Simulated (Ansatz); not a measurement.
A made-up structure of B2H5O2 (charge +1), singlet:

B1  (-0.349, 1.377, -0.721)
B2  (0.333, 0.025, 0.036)
O3  (1.605, -0.135, 0.305)
O4  (-0.589, -1.103, 0.445)
H5  (-0.405, 1.432, -1.909)
H6  (-0.768, 2.282, -0.069)
H7  (2.027, -0.879, 0.746)
H8  (2.132, 0.678, 0.266)
H9  (-0.306, -1.931, 0.868)
(Å)

It is relaxed with PBE-D4/def2-SVP and then PBE0-D4/def2-TZVP (Ansatz 0.2.0). Atoms count as bonded within 1.22 times the sum of their covalent radii (H–H: 0.88 Å). The end point is not checked to be a true minimum.

Problem. Does its bonding change? (A judgement: the text doesn't fix the answer.)

Solution. The calculation gives: No: no bond forms or breaks.

Where it ends: The first stage lowers the energy by 1.20 eV in 8 steps. It ends as B₂H₅O₂ ([BH2][B]([OH])[OH2]), total charge +1:
```tsv
atom	x (Å)	y (Å)	z (Å)
B1	-0.4014	1.3701	-0.7108
B2	0.1664	-0.0304	0.0517
O3	1.6400	-0.1135	0.3864
O4	-0.5653	-1.0656	0.3834
H5	-0.4154	1.4409	-1.8994
H6	-0.7976	2.2861	-0.0611
H7	2.0726	-0.8657	0.8248
H8	2.2607	0.6027	0.1784
H9	-0.2808	-1.8779	0.8140
```

Labels in which every atom is bracketed show which atoms are joined, not bond orders.

For scale, one of the runs: PBE0-D4/def2-TZVP relaxation, 154 basis functions, launched by `ansatz run in.yaml --threads 2 --pin off --events-out ev --progress --plain --max-ram 4352MiB`. The run took about 35 s on 2 CPU threads of an Arm Neoverse V2 (shared host).
